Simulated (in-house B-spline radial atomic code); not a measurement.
Cr⁺. Computed with a B-spline radial atomic code. Model: all-electron spherical atom, spin shells full or empty, radial basis limit, no spin-orbit coupling, Breit or QED, empty-state partial waves extrapolated as (l+1/2)^-4, RPA, G0W0 and static COHSEX of the highest shell as one setting changes (uncorrelated shells keep exact exchange).

Given: element Cr; charge 1; filled core Ar; hamiltonian one-electron scalar X2C; mean-field start HSE06; highest l of empty states 9; nuclear rms radius 3.6452 fm; highest mean-field shell 3d up.

Shell: 3d 5 0 (electrons up and down).

```
lowest nl shells left uncorrelated  RPA correlation energy (hartree)  G0W0 level (eV)  G0W0 minus most complete (meV)  COHSEX level (eV)  linearised minus solved G0W0 (meV)
                                 0                           -1.5243          -16.354                               0            -20.312                               -72.2
                                 1                                 ?                ?                               ?                  ?                                   ?
                                 2                           -1.2225          -16.335                            18.8            -20.289                               -70.6
                                 3                                 ?                ?                               ?                  ?                                   ?
                                 4                          -0.62654          -16.247                           107.5            -20.085                               -65.1
                                 5                          -0.17511          -16.108                           246.2             -19.11                               -56.6
```

Task: What follows for lowest nl shells left uncorrelated = 3?

Result: RPA correlation energy -0.78893 hartree; G0W0 level -16.271 eV; G0W0 minus most complete 82.9 meV; COHSEX level -20.248 eV; linearised minus solved G0W0 -64.8 meV.

Task: What follows for lowest nl shells left uncorrelated = 1?

Result: RPA correlation energy -1.3827 hartree; G0W0 level -16.354 eV; G0W0 minus most complete 0.2 meV; COHSEX level -20.312 eV; linearised minus solved G0W0 -72.1 meV.
